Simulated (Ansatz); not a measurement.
Total energies of `[F][Ge]([F])([Cl])[Br]`.

```
atom   x (Å)   y (Å)   z (Å)
  F1   0.508  -0.910   1.401
 Ge2  -0.025   0.004   0.061
  F3  -0.861   1.341   0.713
 Cl4  -1.372  -1.157  -1.057
 Br5   1.750   0.723  -1.118
```

The species carries charge 0 and has multiplicity 1. Correlated methods include outer-core shells of Br, Ge, which these sets cover unevenly. Scalar relativity is left out up to krypton. Geometry: relaxed with PBE0-D4/def2-TZVP. Basis def2-TZVPP, Ansatz.

RPA on PBE orbitals: Hartree–Fock energy of these orbitals -5306.35414 Eh, correlation -1.79148 Eh (frozen core).

| functional | energy without D4 (Eh) | D4 term (kJ/mol) |
| --- | --- | --- |
| LDA (SPW92) | -5301.86410 | – |
| PBE | -5310.24400 | -16.4 |
| BLYP | -5311.38336 | -35.1 |
| PBE0 | -5310.42036 | -14.0 |
| B3LYP | -5311.40062 | -27.1 |
| r2SCANh | -5311.16795 | -4.0 |
| r2SCAN0 | -5311.13737 | -4.5 |
| BHLYP | -5311.21934 | -24.3 |
| LC-ωPBE | -5310.45558 | – |
| PBE-QIDH | -5309.68374 | – |

Task: Give the same for revPBE, r2SCAN, B97M-V, HSE06 (plane-wave form), CAM-B3LYP, ωB97X-V, ωB97M-V, B2PLYP. (An estimate is asked.)

Result: The calculation gave: 
| functional | energy without D4 (Eh) | D4 term (kJ/mol) |
| --- | --- | --- |
| revPBE | -5310.77750 | -40.0 |
| r2SCAN | -5311.18968 | -3.6 |
| B97M-V | -5310.27918 | – |
| HSE06 (plane-wave form) | -5310.41047 | -13.3 |
| CAM-B3LYP | -5311.53677 | -14.6 |
| ωB97X-V | -5310.75844 | – |
| ωB97M-V | -5310.99909 | – |
| B2PLYP | -5310.34035 | – |

B3LYP takes the VWN-RPA correlation (the form of Gaussian; ORCA's B3LYP/G). HSE06 is the plane-wave form, built on full-range PBE exchange. The double hybrids freeze the cores in their second-order part.

LC-ωPBE has ω = 0.4 bohr⁻¹.
